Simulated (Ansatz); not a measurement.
`C[N](C)[Hf]([F])([Cl])[N]=C=O`, 15 atoms. Total charge 0; spin multiplicity 1. Correlated methods include outer-core shells of Hf, which these sets cover unevenly. Hf takes the def2 core potential. Hardware: A = 2 threads of an AMD EPYC 7R13 on a shared host and a share of an NVIDIA H100 80 GB; B = 2 threads of a server CPU on a shared host. Correlated methods freeze the cores.

(1) How many basis functions does each run have, and how long does it take in Ansatz? RKS PBE-QIDH (frozen core)/def2-TZVPP energy [A]; RKS ωB97M-V/def2-SVP energy [B]; RKS PBE0-D4/def2-SVP energy [B]; RKS r2SCAN0-D4/def2-TZVPP energy [A]; RKS PBE0-D4/def2-TZVP relaxation (42 steps) [A]; direct RPA on PBE orbitals/def2-TZVPP energy [A]; RHF-CCSD(T)/def2-SVP energy [A]; RKS ωB97M-V/def2-QZVPP energy [A]; RKS PBE0-D4/def2-TZVP frequencies [A]; RHF-MP2/def2-QZVPP energy [A]; RKS r2SCANh-D4/def2-TZVPP energy [A]; RKS ωB97X-V/def2-TZVPP energy [A]. (An estimate is asked.)

## Answers

(1) Ansatz gave: Other jobs shared the machine, so times are rough.

```json
{"level": "RKS r2SCAN0-D4/def2-TZVPP", "job": "energy [A]", "functions": "399", "wall time": "7.5 s", "peak host memory (GiB)": "1"}
{"level": "RHF-CCSD(T)/def2-SVP", "job": "energy [A]", "functions": "178", "wall time": "7.5 s", "peak host memory (GiB)": "1"}
{"level": "RKS PBE-QIDH (frozen core)/def2-TZVPP", "job": "energy [A]", "functions": "399", "wall time": "8.5 s", "peak host memory (GiB)": "1.8"}
{"level": "RKS r2SCANh-D4/def2-TZVPP", "job": "energy [A]", "functions": "399", "wall time": "9.5 s", "peak host memory (GiB)": "1"}
{"level": "RKS ωB97X-V/def2-TZVPP", "job": "energy [A]", "functions": "399", "wall time": "9.5 s", "peak host memory (GiB)": "1"}
{"level": "RKS PBE0-D4/def2-SVP", "job": "energy [B]", "functions": "178", "wall time": "10 s", "peak host memory (GiB)": "1"}
{"level": "RHF-MP2/def2-QZVPP", "job": "energy [A]", "functions": "730", "wall time": "11 s", "peak host memory (GiB)": "1.3"}
{"level": "RKS ωB97M-V/def2-QZVPP", "job": "energy [A]", "functions": "730", "wall time": "13 s", "peak host memory (GiB)": "1.4"}
{"level": "direct RPA on PBE orbitals/def2-TZVPP", "job": "energy [A]", "functions": "399", "wall time": "14 s", "peak host memory (GiB)": "1.8"}
{"level": "RKS ωB97M-V/def2-SVP", "job": "energy [B]", "functions": "178", "wall time": "28 s", "peak host memory (GiB)": "1"}
{"level": "RKS PBE0-D4/def2-TZVP", "job": "frequencies [A]", "functions": "330", "wall time": "4.1 min", "peak host memory (GiB)": "1"}
{"level": "RKS PBE0-D4/def2-TZVP", "job": "relaxation (42 steps) [A]", "functions": "330", "wall time": "4.5 min", "peak host memory (GiB)": "0.99"}
```
